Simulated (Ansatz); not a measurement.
Input file for C3H8GaN, SMILES `C/N=[C](\C)[GaH2]`:

```yaml
crystal:
  periodic: [false, false, false]
  atoms:
    - {symbol: C, position_ang: [-1.751825, -0.935021, 0.002821]}
    - {symbol: N, position_ang: [-0.780846, -0.187177, 0.764171]}
    - {symbol: C, position_ang: [0.299266, 0.228254, 0.228253]}
    - {symbol: C, position_ang: [0.699268, 0.007567, -1.212376]}
    - {symbol: Ga, position_ang: [1.449957, 1.227619, 1.502130]}
    - {symbol: H, position_ang: [-2.706493, -0.402219, 0.045778]}
    - {symbol: H, position_ang: [-1.498809, -1.121827, -1.046198]}
    - {symbol: H, position_ang: [-1.915077, -1.894490, 0.502584]}
    - {symbol: H, position_ang: [-0.033503, 0.439563, -1.901248]}
    - {symbol: H, position_ang: [1.666033, 0.465668, -1.423168]}
    - {symbol: H, position_ang: [0.776272, -1.059110, -1.446013]}
    - {symbol: H, position_ang: [0.969011, 1.411948, 2.979769]}
    - {symbol: H, position_ang: [2.826756, 1.819226, 1.003508]}
basis:
  gaussian: {orbitals: def2-TZVPP}
correlation: {method: ccsd_t}
```

```sh
$ ansatz run in.yaml --threads 2 --pin off --events-out ev --progress --plain --max-ram 32768MiB --backend cuda --devices 0, --max-vram 18GiB
```

Output of Ansatz, abridged:

```
Functional definition: HF
1697 factors; integrals over basis functions are off by at most 1.1e-3 eV
mean field evaluation 1: about -57030.0682 eV, gradient 3.7e1 eV
mean field evaluation 2: about -57030.2895 eV, gradient 3.7e1 eV
mean field evaluation 4: about -57034.1899 eV, gradient 5.6e0 eV
mean field evaluation 8: about -57034.2925 eV, gradient 4.2e-1 eV
mean field evaluation 16: about -57034.2943 eV, gradient 1.8e-6 eV
mean field -57034.29430776 eV, -2095.9716565771 hartree, gradient 1.8e-6 eV, S^2 0.000000; 0 other end points of the search recorded, 0 dependent functions left out; unrestricted orbitals would lower it
13 core orbitals not correlated: weight in the atoms' cores, before any rotation towards them, 1.000 or more for the frozen orbitals, at most 0.000 for the correlated occupied ones
reference -57034.29430776 eV, -2095.9716565771 hartree; 19, 19 occupied and 252, 252 virtual orbitals, 1697 factors
second order -25.70985730 eV of doubles, -0.00000000 eV of singles
cycle   1  -25.74883943 eV  change   -3.9e-2 eV  update   1.2e-1
cycle   2  -26.56357742 eV  change   -8.1e-1 eV  update   3.8e-2
cycle   3  -26.71368243 eV  change   -1.5e-1 eV  update   1.8e-2
cycle   4  -26.70274628 eV  change    1.1e-2 eV  update   4.1e-3
cycle   5  -26.70358040 eV  change   -8.3e-4 eV  update   1.7e-3
cycle   6  -26.70381510 eV  change   -2.3e-4 eV  update   4.5e-4
cycle   7  -26.70366996 eV  change    1.5e-4 eV  update   1.8e-4
cycle   8  -26.70366252 eV  change    7.4e-6 eV  update   6.5e-5
cycle   9  -26.70367693 eV  change   -1.4e-5 eV  update   2.5e-5
perturbative correction -1.16266839 eV, -0.0427272753 hartree
Total energy: -57062.16065309 eV, -2096.9957258792 hartree
```

Hardware: 2 threads of an AMD EPYC 7R13 on a shared host and a share of an NVIDIA H100 80 GB. Wall time 7.5 s, peak host memory 0.84 GiB.

MP2 recovers 92.3 % of the CCSD(T) correlation energy and the triples give 4.2 %; T1 = 0.0124.
